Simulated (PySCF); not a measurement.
PySCF input file for C4H7ClSi, SMILES [SiH3]C(=C=CCl)C, PBE-D3(BJ)/def2-SVP. Coordinates come from a PBE-D3(BJ)/def2-SVP optimisation. This is a generated structure with no PubChem entry under its InChIKey; it may be hypothetical.

```python
import numpy as np
from pyscf import gto, scf, dft, df
from pyscf.hessian import thermo

mol = gto.M(
    atom='''
    C    -1.22725048    1.94568525   -0.92654174
    C    -0.92994904    0.64560629   -0.20804341
    Si   -2.27879781   -0.68751689   -0.12841741
    C     0.22678851    0.37412071    0.37119593
    C     1.36432311    0.06684427    0.96197308
    Cl    2.68419929   -0.74166996    0.13501763
    H    -1.49409864    1.75124740   -1.98707119
    H    -0.36277168    2.63657184   -0.90301774
    H    -2.10054343    2.45600780   -0.46766830
    H    -2.67648720   -1.08439920   -1.52646045
    H    -3.50053193   -0.12613740    0.55261111
    H    -1.77661896   -1.88386083    0.62360937
    H     1.57936066    0.29065715    2.01903797
    ''',
    basis='def2-SVP',
    charge=0,
    spin=0,
    max_memory=1600,
    verbose=3,
)
mf = dft.RKS(mol, xc='pbe').density_fit(auxbasis='def2-universal-jkfit')
mf.disp = 'd3bj'
mf.grids.level = 3
mf.conv_tol = 1e-11
mf.max_cycle = 100
mf.kernel()

# [left out here: the lines that compute and print the analytic Hessian (its translational invariance restored by hand, since the grid's response is missing), thermochemistry and intensities]
```

Program output:

```
[...]
      11   H                -0.01 -0.03 -0.04   -0.04 -0.03 -0.00    0.50  0.25  0.10
      12   H                -0.32 -0.74  0.23    0.13 -0.11 -0.18    0.01 -0.01 -0.01
Mode                                15                  16                  17
Irrep
Freq [cm^-1]                      899.3126            914.3772            920.6732
Reduced mass [au]                   1.0366              1.0429              1.8226
Force const [Dyne/A]                0.4940              0.5137              0.9102
Char temp [K]                    1293.9105           1315.5851           1324.6438
Normal mode                   x     y     z       x     y     z       x     y     z
       0   C                 0.00 -0.00 -0.01    0.01 -0.00  0.01   -0.11  0.04 -0.06
       1   C                 0.00 -0.00 -0.00    0.00  0.01 -0.00   -0.06 -0.09  0.02
       2  Si                 0.01 -0.01 -0.03    0.02 -0.01  0.02    0.01  0.01 -0.00
       3   C                 0.00 -0.00 -0.00   -0.00  0.00 -0.00    0.04 -0.01  0.01
       4   C                -0.00  0.00  0.00   -0.01  0.00 -0.00    0.09 -0.03  0.02
       5  Cl                 0.00  0.00 -0.00    0.00 -0.00 -0.00   -0.01  0.01  0.01
       6   H                -0.01  0.04 -0.01   -0.01 -0.05  0.02    0.11  0.33 -0.16
       7   H                -0.01  0.01  0.02   -0.02  0.03 -0.02    0.16 -0.29  0.20
       8   H                 0.00 -0.03  0.03   -0.01 -0.05  0.01    0.07  0.37 -0.09
       9   H                -0.10  0.43 -0.11   -0.59  0.30  0.09   -0.03  0.07 -0.01
      10   H                 0.00 -0.36  0.27   -0.33  0.00 -0.60   -0.01  0.04 -0.06
      11   H                -0.26  0.29  0.64    0.18  0.07  0.02    0.14  0.08  0.02
      12   H                -0.01 -0.01  0.00   -0.01  0.00  0.00    0.15 -0.07  0.02
Mode                                18                  19                  20
Irrep
Freq [cm^-1]                      988.3932           1097.1102           1149.7207
Reduced mass [au]                   1.4294              2.8586              1.1996
Force const [Dyne/A]                0.8227              2.0272              0.9343
Char temp [K]                    1422.0778           1578.4973           1654.1921
Normal mode                   x     y     z       x     y     z       x     y     z
       0   C                -0.04  0.05  0.11   -0.06 -0.11  0.03   -0.02  0.02 -0.02
       1   C                 0.03 -0.04 -0.09    0.08  0.18 -0.05    0.06 -0.04  0.04
       2  Si                -0.00  0.00  0.00   -0.02 -0.02  0.00   -0.00 -0.00 -0.00
       3   C                -0.00  0.00  0.01   -0.01 -0.03  0.01    0.02  0.01  0.05
       4   C                -0.00 -0.00  0.00   -0.01  0.00 -0.01    0.00 -0.01 -0.04
       5  Cl                -0.00 -0.00  0.00    0.00 -0.00 -0.00    0.00 -0.00 -0.01
       6   H                 0.21 -0.47  0.13    0.14  0.07 -0.05    0.04  0.08 -0.05
       7   H                 0.10 -0.12 -0.26    0.16 -0.39  0.24   -0.01 -0.00  0.01
       8   H                -0.11  0.36 -0.38    0.09  0.12  0.05    0.03  0.09 -0.00
       9   H                 0.03  0.04 -0.02   -0.00  0.01 -0.01   -0.01 -0.01  0.00
      10   H                -0.02 -0.05  0.01   -0.01  0.02 -0.00   -0.01 -0.00 -0.00
      11   H                -0.01  0.01  0.03    0.01 -0.01  0.01    0.04  0.02  0.01
      12   H                 0.03  0.09 -0.02   -0.02  0.03 -0.01   -0.81  0.36  0.06
Mode                                21                  22                  23
Irrep
Freq [cm^-1]                     1322.2833           1327.1719           1400.2927
Reduced mass [au]                   3.4210              1.2608              1.0403
Force const [Dyne/A]                3.5242              1.3085              1.2019
Char temp [K]                    1902.4713           1909.5048           2014.7094
Normal mode                   x     y     z       x     y     z       x     y     z
       0   C                -0.04  0.01 -0.02    0.04 -0.11  0.06   -0.02  0.02  0.04
       1   C                 0.14 -0.06  0.09   -0.02  0.02 -0.02   -0.01  0.01  0.01
       2  Si                -0.00  0.00 -0.00    0.00 -0.00  0.00    0.00 -0.00 -0.00
       3   C                 0.01 -0.01  0.00   -0.00 -0.00  0.00   -0.00  0.00  0.00
       4   C                -0.16  0.05 -0.05    0.02 -0.00  0.01    0.00 -0.00 -0.00
       5  Cl                 0.01 -0.00  0.00   -0.00  0.00 -0.00   -0.00  0.00  0.00
       6   H                 0.17  0.13 -0.09   -0.18  0.52 -0.01    0.30  0.37 -0.12
       7   H                -0.09  0.09 -0.09   -0.24  0.26 -0.22    0.23 -0.27 -0.59
       8   H                 0.11  0.20  0.05   -0.01  0.31 -0.45   -0.25 -0.42  0.05
       9   H                -0.02 -0.02  0.01   -0.00  0.00  0.00   -0.00  0.00  0.00
      10   H                -0.01 -0.03 -0.01    0.00  0.00 -0.01   -0.00  0.00  0.00
      11   H                 0.03  0.01  0.01   -0.02 -0.01 -0.00    0.00 -0.00 -0.00
      12   H                 0.25 -0.14 -0.12   -0.02  0.01  0.01   -0.01 -0.00  0.00
Mode                                24                  25                  26
Irrep
Freq [cm^-1]                     1410.0262           1993.3977           2150.7861
Reduced mass [au]                   1.1366             10.8588              1.0269
Force const [Dyne/A]                1.3314             25.4227              2.7987
Char temp [K]                    2028.7137           2868.0555           3094.5023
Normal mode                   x     y     z       x     y     z       x     y     z
       0   C                -0.03 -0.04  0.01   -0.00  0.00 -0.00    0.00  0.00  0.00
       1   C                -0.06  0.02 -0.03    0.11 -0.03  0.06    0.00 -0.00  0.00
       2  Si                 0.00  0.00  0.00   -0.00  0.00 -0.00    0.03 -0.00 -0.00
       3   C                -0.01  0.01 -0.01   -0.20  0.05 -0.10   -0.00  0.00 -0.00
       4   C                 0.05 -0.01  0.02    0.10 -0.03  0.05    0.00 -0.00  0.00
       5  Cl                -0.00  0.00  0.00    0.00 -0.00 -0.00    0.00 -0.00 -0.00
       6   H                 0.54 -0.09 -0.12   -0.01  0.02  0.00    0.00  0.00  0.00
       7   H                -0.27  0.30 -0.23    0.01 -0.00  0.00   -0.00  0.00 -0.00
       8   H                 0.34  0.18  0.43   -0.00  0.01 -0.02    0.00  0.00 -0.00
       9   H                 0.00  0.01 -0.00   -0.00 -0.00  0.02   -0.12 -0.13 -0.46
      10   H                 0.00  0.01 -0.00    0.01 -0.01 -0.01   -0.67  0.32  0.38
      11   H                -0.02 -0.01 -0.00    0.00  0.00  0.00    0.06 -0.13  0.08
      12   H                -0.03  0.02  0.03    0.02  0.01  0.08    0.00 -0.00  0.00
Mode                                27                  28                  29
Irrep
Freq [cm^-1]                     2155.8061           2195.8796           2961.7894
Reduced mass [au]                   1.0489              1.0459              1.0365
Force const [Dyne/A]                2.8722              2.9713              5.3568
Char temp [K]                    3101.7250           3159.3819           4261.3556
Normal mode                   x     y     z       x     y     z       x     y     z
       0   C                 0.00 -0.00 -0.00   -0.00  0.00 -0.00   -0.02  0.04 -0.03
       1   C                 0.00  0.00  0.00    0.00 -0.00  0.00   -0.00 -0.00 -0.00
       2  Si                -0.01  0.02  0.03    0.02 -0.03  0.02   -0.00 -0.00 -0.00
       3   C                -0.00  0.00 -0.00   -0.00  0.00 -0.00    0.00 -0.00  0.00
       4   C                 0.00 -0.00  0.00    0.00  0.00 -0.00   -0.00  0.00  0.00
       5  Cl                 0.00 -0.00 -0.00   -0.00  0.00  0.00   -0.00  0.00  0.00
       6   H                 0.00  0.00  0.00    0.00  0.00 -0.00    0.14  0.12  0.58
       7   H                 0.00 -0.00 -0.00    0.00 -0.00  0.00   -0.36 -0.28 -0.02
       8   H                -0.00 -0.00  0.00    0.00  0.00 -0.00    0.48 -0.28 -0.27
       9   H                -0.22 -0.22 -0.78   -0.03 -0.04 -0.11    0.00  0.00  0.00
      10   H                 0.41 -0.18 -0.22   -0.09  0.03  0.06    0.00 -0.00  0.00
      11   H                 0.01 -0.03  0.04   -0.32  0.77 -0.48    0.00  0.00  0.00
      12   H                 0.00  0.00  0.00   -0.00 -0.00  0.00   -0.00 -0.00 -0.00
Mode                                30                  31                  32
Irrep
Freq [cm^-1]                     3037.5330           3077.3470           3120.5423
Reduced mass [au]                   1.1015              1.1045              1.0929
Force const [Dyne/A]                5.9877              6.1626              6.2701
Char temp [K]                    4370.3337           4427.6171           4489.7656
Normal mode                   x     y     z       x     y     z       x     y     z
       0   C                 0.03 -0.03 -0.07   -0.08 -0.04 -0.01   -0.00  0.00 -0.00
       1   C                 0.00 -0.00 -0.00   -0.00  0.00 -0.00    0.00 -0.00 -0.00
       2  Si                 0.00 -0.00 -0.00    0.00  0.00 -0.00   -0.00 -0.00 -0.00
       3   C                 0.00 -0.00 -0.00    0.00 -0.00  0.00    0.01 -0.00  0.00
       4   C                -0.00 -0.00 -0.00    0.00  0.00  0.00   -0.02 -0.01 -0.08
       5  Cl                 0.00  0.00 -0.00    0.00 -0.00 -0.00    0.00 -0.00  0.00
       6   H                 0.17  0.12  0.64    0.06  0.05  0.30    0.00  0.00  0.00
       7   H                 0.01 -0.01 -0.01    0.66  0.52  0.02    0.00  0.00  0.00
       8   H                -0.53  0.30  0.27    0.23 -0.15 -0.14    0.00 -0.00 -0.00
       9   H                 0.00  0.00  0.00    0.00 -0.00  0.00    0.00  0.00  0.00
      10   H                -0.00 -0.00  0.00    0.00 -0.00  0.00    0.00  0.00 -0.00
      11   H                -0.00  0.00  0.00    0.00  0.00  0.00    0.00  0.00  0.00
      12   H                 0.00 -0.00  0.00   -0.00 -0.00 -0.00    0.20  0.19  0.91
temperature 298.1500 [K]
pressure 101325.00 [Pa]
Rotational constants [GHz] 4.08768 0.96171 0.83874
Symmetry number 1
Zero-point energy (ZPE) 0.08765 [Eh]   230117.351 [J/mol]
                           tot       elec      trans        rot        vib
Entropy [J/mol/K]       385.914      0.000    168.311    121.202     96.401
Cv [J/mol/K]            123.345      0.000     12.472     12.472     98.401
Cp [J/mol/K]            131.659      0.000     20.786     12.472     98.401
Internal energy [J/mol]                      3718.434   3718.434 245450.726
Internal energy [Eh]   -905.27612  -905.37244
Enthalpy [J/mol]                             6197.391   3718.434 245450.726
Enthalpy [Eh]          -905.27517
Gibbs free energy [J/mol]                  -43984.610 -32418.024 216708.904
Gibbs free energy [Eh] -905.31900
mode   freq/cm-1   IR/(km/mol)
   1       76.86         0.023
   2       91.68         0.058
   3      113.47         0.820
   4      139.91         0.250
   5      191.05         0.110
   6      240.77         0.456
   7      310.49         1.099
   8      447.36        15.823
   9      499.00        13.212
  10      606.73        16.324
  11      631.47        28.006
  12      646.35        10.399
  13      725.88        26.864
  14      749.89        64.617
  15      879.27       271.400
  16      899.31        32.838
  17      914.38        46.482
  18      920.67        38.401
  19      988.39         0.537
  20     1097.11         3.626
  21     1149.72         8.284
  22     1322.28        33.908
  23     1327.17         0.750
  24     1400.29        10.807
  25     1410.03        17.431
  26     1993.40         8.800
  27     2150.79       107.236
  28     2155.81        95.452
  29     2195.88        67.060
  30     2961.79        18.934
  31     3037.53         5.765
  32     3077.35         6.349
  33     3120.54         4.679
max |gradient| / (hartree/bohr): 4.713529992917483e-05
APT charges: [ 9.000e-04 -2.491e-01  9.994e-01 -6.350e-02  3.230e-01 -3.372e-01
  5.800e-03  4.200e-03  4.700e-03 -2.526e-01 -2.557e-01 -2.157e-01
  3.590e-02]
```

The calculation finished and met its thresholds.
